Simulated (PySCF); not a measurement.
# Magnetisability: `C=CC#CC[C@@H](F)C=C`, C$_{8}$H$_{9}$F

Geometry:
| atom | x (Å) | y (Å) | z (Å) |
| --- | --- | --- | --- |
| C1 | 3.476 | -1.321 | -0.001 |
| C2 | 2.736 | -1.096 | -1.080 |
| C3 | 1.554 | -0.327 | -1.063 |
| C4 | 0.544 | 0.328 | -1.072 |
| C5 | -0.672 | 1.109 | -1.047 |
| C6 | -1.219 | 1.241 | 0.385 |
| F7 | -2.250 | 2.161 | 0.369 |
| C8 | -1.684 | -0.081 | 0.916 |
| C9 | -2.923 | -0.348 | 1.281 |
| H10 | 4.373 | -1.914 | -0.045 |
| H11 | 3.207 | -0.918 | 0.962 |
| H12 | 3.010 | -1.504 | -2.046 |
| H13 | -1.433 | 0.637 | -1.677 |
| H14 | -0.474 | 2.112 | -1.440 |
| H15 | -0.446 | 1.667 | 1.042 |
| H16 | -0.899 | -0.823 | 0.957 |
| H17 | -3.697 | 0.400 | 1.231 |
| H18 | -3.210 | -1.319 | 1.645 |

The calculation used GIAO BHandHLYP/pcSseg-1 magnetisability, rotational g tensor and spin-rotation constants, non-relativistic, gas phase in PySCF. Geometry: GFN2-xTB.

(1) How diamagnetic is it, and how anisotropic?

(2) Split it along the inertial axes a, b, c into diamagnetic and paramagnetic parts about the centre of mass, with the quadrupole moment.

(3) And the rotational g tensor?

Results:

(1) Isotropic -1287 × 10⁻³⁰ J/T², or -77.5 × 10⁻⁶ cm³/mol; principal values -1322, -1272, -1267 × 10⁻³⁰ J/T², anisotropy 53 × 10⁻³⁰ J/T² (root of half the summed squared differences of the principal values). The susceptibility is in cgs units.

(2) 
```
axis  χ (10⁻⁶ cm³/mol)  diamagnetic (10⁻⁶ cm³/mol)  paramagnetic (10⁻⁶ cm³/mol)  summed x² of all electrons (Å²)  quadrupole Θ (D Å)
   a             -77.3                      -472.4                        395.1                            397.7               +0.76
   b             -76.4                     -1820.4                       1744.0                             79.9               -0.08
   c             -78.8                     -2026.3                       1947.4                             31.4               -0.68
```
Anisotropies 2χaa − χbb − χcc = +0.6 and 2χbb − χaa − χcc = +3.3 × 10⁻⁶ cm³/mol. Θ is traceless in Buckingham's convention.

(3) 
```
axis  rotational constant (GHz)        g  nuclear part  electronic part
   a                     3.3697  -0.0270        0.5984          -0.6254
   b                     0.6820  -0.0056        0.5532          -0.5587
   c                     0.6105  -0.0042        0.5543          -0.5585
```
Asymmetric top; isotopes 12C, 19F, 1H; no vibrational averaging.
